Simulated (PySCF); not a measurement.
Computed vibrations of LuOCl

LuOCl (singlet in the valence; each metal's 4f electrons, 14 of them, lie in its core potential, out of spins and levels). PySCF 2.14.0, RKS PBE0, Lu lcecp-1-SVP with ECP60, O def2-SVP, Cl def2-SVP; non-relativistic Hamiltonian with scalar-relativistic core potentials where named; density fitting; no spin-orbit coupling. Central differences of gradients.

```xyz
3

Lu    0.2220    0.0000   -0.2599
O     1.7281    0.0000    0.7147
Cl   -1.9013    0.0000    0.9735
```

Run from Python with OMP_NUM_THREADS=2. Where DIIS fails, smearing, a level shift and second-order steps follow.
It took 31 s on 2 threads of Intel(R) Xeon(R) Platinum 8259CL CPU @ 2.50GHz (Skylake/Cascade Lake), on a shared host.

(1) What are the harmonic wavenumbers and infrared intensities?

(2) Is this a minimum?

An lcecp potential fixes the number of 4f electrons, so in runs with it no electron can move into or out of that shell.

## Answers

(1) Modes are labelled in Cs; negative numbers are unstable modes, those under 60 cm⁻¹ near the noise; a finer grid moves soft modes by up to 10 cm⁻¹.
| cm⁻¹ | km/mol | symmetry |
| --- | --- | --- |
| 139 | 25.8 | a' |
| 332 | 53.4 | a' |
| 860 | 169.8 | a' |

(2) Yes. Ideal gas at 298.15 K and 1 bar: S = 302.0 J/(mol K), Cp = 50.3 J/(mol K), H − H(0 K) = 12.8 kJ/mol (rigid rotor, harmonic modes, spin degeneracy alone, that of the 4f electrons in the core included).
